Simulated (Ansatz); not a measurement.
Reactions of `[AlH2][SiH2]S`.

Isolated molecules relaxed with PBE0-D4/def2-TZVP in Ansatz; ΔE leaves out vibrations. CCSD(T)/CBS is the MP2 limit (def2-TZVPP, def2-QZVPP) plus CCSD(T) − MP2 in def2-TZVPP, frozen cores. This one scheme is used for every species, atoms too. DFT in def2-TZVPP. B3LYP here is the variant with VWN-RPA as its local correlation; programs differ in this. Open shells (•) are unrestricted, without spin–orbit coupling. Spin–orbit coupling would lower the free atoms: a little for Al, S, Si. Bonds to Se are less sure, by a few kJ/mol each and by 10 to 20 or more in all where they break to atoms, as the def2 sets lack core-valence functions. Scalar relativity is left out up to krypton. Each species was taken in one conformer, which may not be the lowest.

```
                                                           reaction  CCSD(T)/CBS(def2) (kJ/mol)
             `[AlH2][SiH2]S` + `C[SeH]` → `C[Se][SiH2]S` + `[AlH3]`                           ?
                `[AlH2][SiH2]S` + `C=N` → `C=[N][AlH2]` + `[SiH3]S`                         -76
                            `[AlH2][SiH2]S` → Al• + 5 H• + S• + Si•                        2132
                          `[AlH2][SiH2]S` → `[AlH2][SH]` + `[SiH2]`                           ?
                  `[AlH2][SiH2]S` + `OCO` → `OCO[SiH2]S` + `[AlH3]`                           ?
                      `[AlH2][SiH2]S` + H–F → `F[SiH2][AlH2]` + H₂S                         -57
    `[AlH2][SiH2]S` + `O[SiH](F)F` → `F[SiH](F)O[SiH2]S` + `[AlH3]`                        -108
                      `[AlH2][SiH2]S` + H₂S → `S[SiH2]S` + `[AlH3]`                         -53
                        `[AlH2][SiH2]S` + H₂ → `[SiH3]S` + `[AlH3]`                         -12
`[AlH2][SiH2]S` + `OC[SiH](F)F` → `F[SiH](F)C[O][AlH2]` + `[SiH3]S`                        -139
```

(1) Fill in the missing values. (Best estimate.)

Largest T1 diagnostic: 0.018, for Al•.

Results:

(1) The calculation gave: `[AlH2][SiH2]S` + `C[SeH]` → `C[Se][SiH2]S` + `[AlH3]`: -66.8 kJ/mol; `[AlH2][SiH2]S` → `[AlH2][SH]` + `[SiH2]`: +171.4 kJ/mol; `[AlH2][SiH2]S` + `OCO` → `OCO[SiH2]S` + `[AlH3]`: -92.8 kJ/mol.
